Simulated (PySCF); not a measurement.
**Gas-phase XPS of `C[N+](C)([AlH3-])CC(F)F`, computed**

Species: C4H12AlF2N.
Numbering: `[CH3:1][N+:2]([CH3:3])([AlH3-:4])[CH2:5][CH:6]([F:7])[F:8]`

Geometry (PBE0-D3(BJ)/def2-SVP, Å), atoms numbered from 1 in this order:
```xyz
20
C4H12AlF2N angstrom
C     -1.507    0.220    1.071
N     -0.434   -0.027    0.093
C     -0.823   -1.136   -0.795
Al    -0.289    1.726   -1.043
C      0.802   -0.302    0.840
C      2.066   -0.468    0.022
F      3.091   -0.550    0.898
F      2.041   -1.624   -0.683
H     -2.441    0.436    0.538
H     -1.247    1.091    1.689
H     -1.649   -0.660    1.723
H     -1.774   -0.877   -1.279
H     -0.947   -2.070   -0.221
H     -0.063   -1.288   -1.568
H      0.731    1.277   -2.200
H      0.303    2.691    0.100
H     -1.832    1.893   -1.451
H      0.685   -1.217    1.451
H      0.978    0.544    1.519
H      2.252    0.362   -0.680
```

The calculation used PySCF, delta-SCF UKS SCAN, pcX-2 on the ionised atom, pcseg-1 elsewhere, spin-free X2C. Binding energies are ΔSCF values: E(core-ionised, relaxed orbitals) − E(ground state) at a fixed geometry, referred to the vacuum level.

Question: What binding energy does each computed site have?

Answer: 
| atom(s) | bonded to | level | binding energy (eV) | above the level's lowest (eV) | count |
| --- | --- | --- | --- | --- | --- |
| C1/C3 | N and 3 H | C 1s | 292.39 | 0.00 | 2 |
| C5 | N, C and 2 H | C 1s | 292.64 | +0.25 | 1 |
| C6 | 2 F, C and H | C 1s | 295.97 | +3.58 | 1 |
| N2 | 3 C and Al | N 1s | 406.85 | 0.00 | 1 |
| F7/F8 | C | F 1s | 693.57 | 0.00 | 2 |
| Al4 | N and 3 H | Al 1s | 1565.50 | 0.00 | 1 |

Lowest listed C 1s: C1/C3, bonded to N and 3 H. Highest, 3.58 eV above it: C6, bonded to 2 F, C and H. The widest gap between neighbouring values is 3.33 eV, between 292.64 and 295.97 eV. Summing the Pauling electronegativity differences to the bonded atoms, each weighted by its formal bond order, gives -0.56 for the lowest site and +2.51 for the highest; no listed site has a larger sum than the highest.

Question: Which photon energy gives electrons from C 1s of C1/C3 a kinetic energy of 200 eV, and what is their de Broglie wavelength?

Answer: hν = 292.39 + 200 = 492.39 eV, recoil neglected; λ = 12.264 Å/√(E/eV) = 0.87 Å.

One atom of each set of topologically equivalent atoms was ionised and stands for the set; in this conformer not all members are related by symmetry, and their own values weren't computed. Isolated species at its PBE0-D3(BJ)/def2-SVP geometry (one conformer only).
